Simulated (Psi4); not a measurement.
Relaxed torsion scan: SMILES Cc1cccc(C(=O)O)c1. Scanned: dihedral C5–C6–C7–O8; all other coordinates were relaxed at GFN2-xTB. Points at φ and −φ are mirror images.

Geometry of the scan point at 150° (Å):
```
18

C      2.6744     0.3221    -0.5968
C      1.3165     0.0016    -0.0519
C      1.1869    -0.7342     1.1230
C     -0.0603    -1.0399     1.6385
C     -1.2063    -0.6245     0.9851
C     -1.0916     0.1021    -0.1954
C     -2.2878     0.6169    -0.8964
O     -2.3165     1.6187    -1.5665
O     -3.3838    -0.1313    -0.6868
C      0.1663     0.4236    -0.6984
H      2.6044     1.0148    -1.4309
H      3.1644    -0.5879    -0.9426
H      3.3013     0.7638     0.1758
H      2.0767    -1.0648     1.6399
H     -0.1392    -1.6022     2.5571
H     -2.1834    -0.8564     1.3787
H     -4.1417     0.2612    -1.1477
H      0.2256     1.0064    -1.6058
```

Computed with PBE-D3(BJ)/def2-SVP // GFN2-xTB (Psi4 1.11).

Scanned values (°): -165, -150, -135, -120, -105, -90, -75, -60, -45, -30, -15, 0, 15, 30, 45, 60, 75, 90, 105, 120, 135, 150, 165, 180.

Q: At which scan points does the profile have its minima and maxima, and how high do they lie?

A: Lower than their neighbours: 0° (0.1 kcal/mol), 180° (0.0 kcal/mol). Higher than their neighbours: -90° (8.2 kcal/mol), 90° (8.2 kcal/mol). The whole profile spans 8.2 kcal/mol.
